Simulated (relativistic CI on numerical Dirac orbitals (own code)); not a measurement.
A reference radial Dirac CI calculation of Ta3+ gave the lowest total energy -15587.54011 Ha in 26 SCF steps, from this input:

```
atom Ta  Z=73  charge=3  electrons=70
nucleus A=181  rms_radius_fm=5.3507
hamiltonian dirac-coulomb  breit=on  qed=on  c_scale=1
orbitals kli  potential=per-configuration
slater_scale 1
correlation none
mixing on
grid step=0.0125 r_max=64.9
scf mixing=0.4 start=green max_iterations=150 tolerance=2e-08 node_fill=0.05
configurations
  [Xe] 4f14 5d2
  [Xe] 4f14 5d 6s
end
```

One setting was then changed, and the output read:

```
SCF 1: [Xe] 4f14 5d2
 iter      energy (Ha)   residual   last orbital (Ha)
    1    -15557.210989   3.96e+00     -3.36388
    2    -15611.895273   9.40e-01     -1.75211
    3    -15614.379896   2.39e-01     -1.33351
    4    -15614.747985   3.41e-01     -1.31932
    5    -15614.962988   3.69e-02     -1.23807
    6    -15614.967533   8.67e-03     -1.25253
    7    -15614.971536   5.99e-03     -1.25141
    8    -15614.970328   2.09e-03     -1.24928
    9    -15614.970657   2.79e-04     -1.24962
   10    -15614.970701   3.92e-05     -1.24965
   11    -15614.970706   2.29e-06     -1.24967
   12    -15614.970707   5.20e-08     -1.24967
   13    -15614.970707   1.93e-09     -1.24967
SCF 2: [Xe] 4f14 5d 6s
 iter      energy (Ha)   residual   last orbital (Ha)
    1    -15559.064386   3.92e+00     -2.00329
    2    -15611.819900   9.56e-01     -1.38920
    3    -15614.302131   2.36e-01     -1.19876
    4    -15614.660771   3.33e-01     -1.18338
    5    -15614.857276   4.36e-02     -1.14552
    6    -15614.865470   7.67e-03     -1.15015
    7    -15614.868672   4.99e-03     -1.14984
    8    -15614.867714   1.07e-03     -1.14889
    9    -15614.867892   1.81e-04     -1.14893
   10    -15614.867936   3.68e-05     -1.14894
   11    -15614.867930   1.26e-06     -1.14893
   12    -15614.867930   5.76e-07     -1.14893
   13    -15614.867930   1.05e-09     -1.14893
orbital energies (Ha): 4d5/2 -9.2712  4f5/2 -2.2174  4f7/2 -2.1447  5s -3.8912  5p1/2 -2.8870  5p3/2 -2.5618  5d3/2 -1.2793  5d5/2 -1.2497
configuration averages (Ha): Dirac-Coulomb, Breit, QED
  5d2                         -15614.970707   16.375785    0.000000
  5d 6s                       -15614.867930   16.376584    0.000000
levels: no., configuration, term, J, E (cm-1), weight
   1 5d2                    3F   2                0.0  0.93
   2 5d2                    3F   3             3781.0  1.00
   3 5d2                    3F   4             7481.1  0.97
   4 5d2                    1D   2            10943.3  0.70
   5 5d2                    3P   0            13041.3  0.97
   6 5d2                    3P   1            14737.0  1.00
   7 5d2                    3P   2            17859.0  0.83
   8 5d2                    1G   4            19759.8  0.97
   9 5d 6s                  3D   1            28943.9  1.00
  10 5d 6s                  3D   2            30637.9  0.96
  11 5d 6s                  3D   3            34295.3  1.00
  12 5d2                    1S   0            42289.5  0.97
  13 5d 6s                  1D   2            45096.1  0.88
lowest total energy -15598.648624 Ha
end: converged
```

**Question.** Which setting was changed?
A. Slater scale
B. start potential
C. SCF tolerance
D. QED terms

**Answer.** D. The QED terms off.
